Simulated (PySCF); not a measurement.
**B²⁺: ionisation energy**

B²⁺ [He] 2s1 (2S) → B³⁺ 1s2 (1S), as a difference of total energies. Computed with PySCF 2.14 in Sapporo-DZP-2012 (4s3p1d, 18 functions), with scalar relativity by spin-free X2C-1e. The calculations carry no spin-orbit coupling.

```csv
method,ionisation energy (eV)
UHF,37.798
PBE0,38.192
TPSS,38.125
```

For comparison: 37.931 eV (measured; NIST Atomic Spectra Database, ionization energies).
